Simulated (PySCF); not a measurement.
SMILES CS[SiH2]B(O)O (CH₇BO₂SSi), GFN2-xTB optimised geometry.

```
13

C      2.59    -1.36     0.00
S      0.78    -1.36     0.00
Si     0.39     0.77     0.00
B     -1.56     1.02    -0.01
O     -1.99     2.29    -0.03
O     -2.49     0.04    -0.01
H      2.95    -0.85     0.89
H      2.95    -0.85    -0.89
H      2.91    -2.39     0.00
H      1.14     1.27     1.16
H      1.16     1.27    -1.15
H     -2.95     2.39    -0.04
H     -2.19    -0.87     0.01
```

Density from PBE0/def2-TZVP (PySCF) at that geometry.

Minimum of the electron density along straight lines between bonded atoms, close to the bond critical point (lines longer than 1.1 times the sum of covalent radii, or with two minima, are not listed):

| bond | length / Å | ρ at the minimum / e bohr⁻³ | ∇²ρ there / e bohr⁻⁵ | position (fraction from the first atom) |
|---|---|---|---|---|
| C1–S2 | 1.814 | 0.178 | … | 0.47 |
| S2–Si3 | 2.167 | 0.094 | … | 0.64 |
| Si3–B4 | 1.964 | 0.121 | … | 0.39 |
| B4–O5 | 1.349 | 0.216 | 1.01 | 0.33 |
| B4–O6 | 1.356 | 0.211 | 0.98 | 0.33 |
| C1–H7 | 1.085 | 0.284 | -0.99 | 0.65 |
| C1–H8 | 1.085 | 0.284 | -0.99 | 0.65 |
| C1–H9 | 1.085 | 0.283 | -0.99 | 0.65 |
| Si3–H10 | 1.471 | 0.122 | 0.18 | 0.49 |
| Si3–H11 | 1.471 | 0.122 | 0.18 | 0.49 |
| O5–H12 | 0.961 | 0.359 | -2.48 | 0.81 |
| O6–H13 | 0.957 | 0.362 | -2.54 | 0.81 |

Q: What belongs in the gaps?

A: 
- C1–S2, ∇²ρ there / e bohr⁻⁵: -0.29
- S2–Si3, ∇²ρ there / e bohr⁻⁵: 0.10
- Si3–B4, ∇²ρ there / e bohr⁻⁵: -0.03
